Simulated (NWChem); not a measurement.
System: C2H4F2Si; SMILES FC(F)=C[SiH3]

Input file for NWChem:

```
start job
memory heap 200 mb stack 900 mb global 1100 mb
geometry units angstroms noautosym
  F      1.253918    -1.032673    -0.031813
  C     -0.074366    -0.978196     0.000861
  F     -0.569480    -2.206492     0.007861
  C     -0.784278     0.158813     0.021888
  Si     0.001606     1.859797     0.004703
  H     -1.877704     0.035634     0.055479
  H      1.092711     1.937152    -1.070224
  H     -1.100183     2.880970    -0.300000
  H      0.631447     2.193856     1.364786
end
basis spherical
  * library def2-svp
end
dft
  xc xpbe96 cpbe96
  disp vdw 4
  grid fine
  iterations 150
end
driver
  maxiter 120
  tight
end
task dft optimize
task dft freq
```

The level has its own optimisation; frequencies are unscaled.

Problem. Give the results of this calculation. (PBE-D3(BJ)/def2-SVP.) Quantities: r C–F (Å); r C–C (Å); r C–Si (Å); r C–H (Å); highest harmonic frequency (cm⁻¹); lowest (cm⁻¹); zero-point energy (kcal/mol); dipole (D).

Solution. r C–F (Å): 1.326
r C–C (Å): 1.341
r C–Si (Å): 1.869
r C–H (Å): 1.101
highest harmonic frequency (cm⁻¹): 3132
lowest (cm⁻¹): 15
zero-point energy (kcal/mol): 31.7
dipole (D): 0.59
